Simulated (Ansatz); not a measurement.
Geometry optimisation, RKS B3LYP/def2-SVP (Ansatz).

The input (input.yaml):

```yaml
crystal:
  periodic: [false, false, false]
  atoms:
    - { symbol: B, position_ang: [0.059394, 0.340313, -0.033123] }
    - { symbol: F, position_ang: [-0.004422, 0.429192, 1.286439] }
    - { symbol: F, position_ang: [1.203022, 0.530534, -0.648335] }
    - { symbol: F, position_ang: [-1.057275, 0.208296, -0.721177] }
    - { symbol: O, position_ang: [0.163621, -2.173937, 0.620466] }
    - { symbol: H, position_ang: [-0.708613, -2.497758, 0.34975] }
    - { symbol: H, position_ang: [-0.013926, -1.690239, 1.46058] }
basis:
  gaussian: { orbitals: def2-SVP }
hamiltonian:
  xc: b3lyp
relax:
  f_tol: 0.03
  max_steps: 50
output:
  orbitals: {}
```

Command:

```bash
$ ansatz run input.yaml --threads 2 --pin off --max-ram 3072MiB --backend cpu --events-out ev --progress --plain --runs-dir out
```

Task: Where does it end, and by what steps?

Result: It converged. After 7 steps the energy has fallen by 0.260 eV; O5 moved furthest, 0.46 Å.

```tsv
step	energy less start (eV)	largest force component (eV/Å)	accepted
0	0.0000	0.643	yes
1	-0.0036	2.283	yes
2	-0.1078	1.661	yes
3	-0.2205	0.784	yes
4	-0.2548	0.125	yes
5	-0.2585	0.075	yes
6	-0.2597	0.055	yes
7	-0.2599	0.004	yes
```

```xyz
7
Properties=species:S:1:pos:R:3
B 0.040 0.022 0.078
F -0.058 0.548 1.321
F 1.183 0.233 -0.583
F -1.098 -0.008 -0.652
O 0.148 -1.726 0.513
H -0.651 -2.148 0.158
H 0.078 -1.775 1.481
```

Whether the end is a true minimum wasn't checked by a vibrational analysis.

Time of the run: 14 s on 2 threads of Intel(R) Xeon(R) Platinum 8259CL CPU @ 2.50GHz (Skylake/Cascade Lake), on a shared host, peak memory 0.17 GiB.
